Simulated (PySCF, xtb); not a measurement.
C2H6Mg, SMILES [CH3][Mg][CH3].

Harmonic wavenumbers (cm⁻¹) from GFN2-xTB (xtb 6.7.1) at its own minimum, in rising order: 19, 41, 100, 392, 428, 436, 481, 495, 506, 1201, 1217, 1488, 1489, 1491, 1492, 2927, 2931, 2939, 2945, 2968, 2973.

Q: What does PBE-D3(BJ)/def2-TZVP (PySCF 2.14.0) give at its own minimum? (The exact figures need the calculation; the answer reports its results.)

A: 18, 106, 106, 419, 498, 498, 581, 581, 612, 1106, 1108, 1399, 1399, 1401, 1401, 2949, 2951, 3028, 3028, 3028, 3028. Paired by order, the mean absolute difference is 68 cm⁻¹ and the zero-point energies are 41.4 and 41.8 kcal/mol.
